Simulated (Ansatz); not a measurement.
CH6OSSn (`[CH3][SnH]([OH])[SH]`). Charge 0, multiplicity 1. Sn takes the def2 core potential. Geometry: relaxed with PBE0-D4/def2-TZVP. It is one conformer, not always the lowest.

```xyz
10

C    -0.072    1.503    0.506
Sn   -0.510   -0.398   -0.327
O    -0.309   -1.608    1.212
S     1.065   -1.070   -2.016
H    -0.096    2.267   -0.269
H    -0.808    1.737    1.276
H     0.919    1.468    0.957
H    -2.048   -0.614   -1.039
H    -0.271   -2.534    0.959
H     2.129   -0.751   -1.259
```

(1) What is the dipole moment at PBE/def2-TZVPP? (Estimate.)

(2) And with r2SCAN, B3LYP, ωB97M-V? (Best estimate.)

(3) Give the Mulliken charges with PBE, ωB97M-V, r2SCAN in def2-TZVPP. (Best estimate.)

## Answers

(1) Ansatz gave: 1.16 D, with components (-0.27, 1.11, 0.17) D in this frame, pointing from negative to positive charge.

(2) Computed: r2SCAN 1.22 D, B3LYP 1.19 D, ωB97M-V 1.19 D.

(3) Ansatz gave: 
| atom | PBE | ωB97M-V | r2SCAN |
| --- | --- | --- | --- |
| C1 | -0.57 | -0.60 | -0.48 |
| Sn2 | 0.89 | 0.86 | 0.94 |
| O3 | -0.51 | -0.54 | -0.57 |
| S4 | -0.39 | -0.37 | -0.40 |
| H5 | 0.13 | 0.15 | 0.11 |
| H6 | 0.14 | 0.15 | 0.11 |
| H7 | 0.13 | 0.15 | 0.11 |
| H8 | -0.13 | -0.10 | -0.13 |
| H9 | 0.18 | 0.17 | 0.19 |
| H10 | 0.12 | 0.12 | 0.11 |

B3LYP here is the variant with VWN-RPA as its local correlation; programs differ in this.
